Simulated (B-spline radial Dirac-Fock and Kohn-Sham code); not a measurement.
# Elastic and transport cross sections of rhodium for electrons

Level of theory: relativistic (Dirac) partial waves in the static field of the Dirac-Fock atom with Furness-McCarthy exchange, without polarisation or absorption potentials; a radial B-spline solver. σ_tr1 and σ_tr2 weight the cross section with 1 − P₁ and 1 − P₂ of cos θ; "backward" is the share scattered beyond 90°.

```csv
energy (eV),σ (a₀²),σ_tr1 (a₀²),σ_tr2 (a₀²),σ/σ_tr1,backward (%)
4530,3.74,0.246,0.397,15.2,2.0
4720,3.65,0.231,0.378,15.8,1.9
5000,3.53,0.213,0.353,16.6,1.8
5030,3.52,0.211,0.351,16.7,1.8
5160,3.46,0.203,0.340,17.1,1.7
9650,2.35,0.0790,0.152,29.7,0.77
10000,2.29,0.0748,0.145,30.7,0.73
10100,?,?,?,?,?
11700,2.07,0.0586,0.117,35.3,0.60
12400,1.99,0.0535,0.108,37.2,0.55
20000,1.44,0.0251,0.0541,57.3,0.29
21100,1.39,0.0231,0.0500,60.1,0.27
```

Question: Fill in the row for 10.1 keV.

Answer: σ = 2.28 a₀², σ_tr1 = 0.0737 a₀², σ_tr2 = 0.143 a₀², σ/σ_tr1 = 30.9, backward 0.72 %. The ratio σ/σ_tr1 is roughly the number of elastic collisions that randomise the direction.

Values without a named source are computed, but for edge energies of neutral atoms, which are taken from tables.
